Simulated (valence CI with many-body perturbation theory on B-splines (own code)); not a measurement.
**Questions on Nb XXXVII**

Level of theory: relativistic CI+MBPT: three valence electrons over a frozen Dirac-Fock core [He], radial functions for each j: 9 s, 9 p, 8 d, 6 f, 3 g, 1 h, with the one-electron correlation potential Σ1 (screened to all orders), the two-electron term Σ2, the three-electron term Σ3, Breit, model QED; selected single and double excitations, second order for the rest, scaled by the run's own slope (own B-spline code, finite nucleus).

No measured spectrum was set against this ion. As an estimate, large intervals hold to a few tenths of a per cent, small ones and those within an open d or f shell to about a per cent.

Levels are named by their leading jj configuration (3d3/2^4 stands for four electrons in 3d with j = 3/2), which in mixed levels can hold well under half, so a name can repeat and another be missing.

Rates and lifetimes use the calculated energies. Strong lines usually hold to 10 to 20 %, long lifetimes can be off by a factor of two.

(1) What is the ground level?

(2) What are the static dipole polarisabilities of the lowest levels?

(3) How well does LS coupling describe the low levels?

(4) What is the ionisation energy?

(5) Where does the other parity begin?

(6) Among levels below 3097.4 eV, which E1 lines absorb most strongly from the ground level?

(7) Name the longest-lived excited levels whose lifetime is computed, and their main decay.

Answers

(1) (2s^2 2p1/2) J=1/2, composition 99 % 2s2 2p 2P°, g = 0.652.

(2) (2s^2 2p1/2) J=1/2 0.00222 bohr³, of which the core gives 3.00e-06.

(3) Among the lowest 20 levels the leading LS term, summed over configurations, holds 79 % on average. For single configurations the figures are 78 % in LS and 95 % in jj coupling. Terms mix most in the J = 3/2 level at 366.2 eV, where the leading one holds 39 %.

(4) 5013.1 eV; NIST lists 5011 ± 4 eV (semi-empirical).

(5) At (2s 2p1/2^2) J=1/2, 106.9 eV.

(6) to (2s^2 3d3/2) J=3/2 at 0.4262 nm, f = 0.726; to (2s 2p1/2 3p3/2) J=3/2 at 0.4174 nm, f = 0.215; to (2s 2p1/2 3p3/2) J=1/2 at 0.4181 nm, f = 0.136.

(7) (2s^2 2p3/2) J=3/2 at 107.6 eV lives 172 ns, mostly by M1 to (2s^2 2p1/2) J=1/2; (2s 2p1/2 2p3/2) J=3/2 at 184.6 eV lives 3.25 ns, mostly by E1 to (2s^2 2p1/2) J=1/2; (2s 2p1/2 2p3/2) J=5/2 at 206.9 eV lives 574 ps, mostly by E1 to (2s^2 2p3/2) J=3/2.
